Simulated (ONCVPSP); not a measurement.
Which change was made? (Tc, ONCV)

ONCVPSP 4.0.1 input, shortened (lines: element, Z, core and valence counts, functional; n l f; lmax; l rc ep ncon nbas qcut; lloc lpopt rc5 dvloc0; l nproj debl; icmod fcfact rcfact), PBE, scalar-relativistic:

```
  Tc 43.00    7    3        4      upf
    1    0    2.00
    2    0    2.00
    2    1    6.00
    3    0    2.00
    3    1    6.00
    3    2   10.00
    4    0    2.00
    4    1    6.00
    4    2    5.00
    5    0    2.00
    3
    0    2.85    0.00    3    7    2.50
    1    1.30    0.00    3    7    5.40
    2    1.95    0.00    4    8    8.10
    3    2.60    0.30    4    7    4.10
    4    5    0.95    0.00
    0    3    1.70
    1    2    1.90
    2    3    1.00
    3    2    1.80
    0    0.00    0.00
```

Cutoffs, loose and tight: the cutoffs (Ha) at which the residual kinetic energy of the hardest occupied pseudo-wave falls to 1 and 0.1 mHa per electron. They do not see the model core or the augmentation charge, which bear on the density cutoff. Test errors are all-electron minus pseudo excitation energies from the reference, over the configurations 4p6 4d5 5s1; 4p6 4d5 5s0; 4p6 4d4 5s0; 4p6 4d5 5s1 5p1; variants that change the core or the reference have their own tests.

The base gives: outcome: generated; cutoff, loose: 33 Ha; cutoff, tight: 102 Ha; bound ghosts: s; GHOST(+) flags above zero: s, f; largest test error (meV): -32.

**Question.** After one change the result is: outcome: generated; cutoff, loose: 16 Ha; cutoff, tight: 19 Ha; bound ghosts: s; GHOST(+) flags above zero: s, f; largest test error (meV): -299. Which change was it?
A. all radii scaled by about 0.96 (s 2.74, p 1.24, d 1.88, f 2.50 bohr); local potential polynomial inside 0.92 bohr (lpopt 5, dvloc0 0 Ha)
B. all radii scaled by about 1.34 (s 3.80, p 1.74, d 2.60, f 3.48 bohr); local potential polynomial inside 1.26 bohr (lpopt 5, dvloc0 0 Ha)
C. all radii scaled by about 0.88 (s 2.52, p 1.14, d 1.72, f 2.30 bohr); local potential polynomial inside 0.84 bohr (lpopt 5, dvloc0 0 Ha)
D. all radii scaled by about 1.07 (s 3.04, p 1.38, d 2.08, f 2.78 bohr); local potential polynomial inside 1.02 bohr (lpopt 5, dvloc0 0 Ha)

**Answer.** B. The others give: all radii scaled by about 0.96 (s 2.74, p 1.24, d 1.88, f 2.50 bohr); local potential polynomial inside 0.92 bohr (lpopt 5, dvloc0 0 Ha) → outcome: generated; cutoff, loose: 65 Ha; cutoff, tight: 139 Ha; bound ghosts: s; GHOST(+) flags above zero: s, f; largest test error (meV): +43 | all radii scaled by about 0.88 (s 2.52, p 1.14, d 1.72, f 2.30 bohr); local potential polynomial inside 0.84 bohr (lpopt 5, dvloc0 0 Ha) → outcome: generated; cutoff, loose: 111 Ha; cutoff, tight: 176 Ha; bound ghosts: s; GHOST(+) flags above zero: s, f; largest test error (meV): +68 | all radii scaled by about 1.07 (s 3.04, p 1.38, d 2.08, f 2.78 bohr); local potential polynomial inside 1.02 bohr (lpopt 5, dvloc0 0 Ha) → outcome: generated; cutoff, loose: 20 Ha; cutoff, tight: 81 Ha; bound ghosts: s; GHOST(+) flags above zero: s, d, f; largest test error (meV): -41.
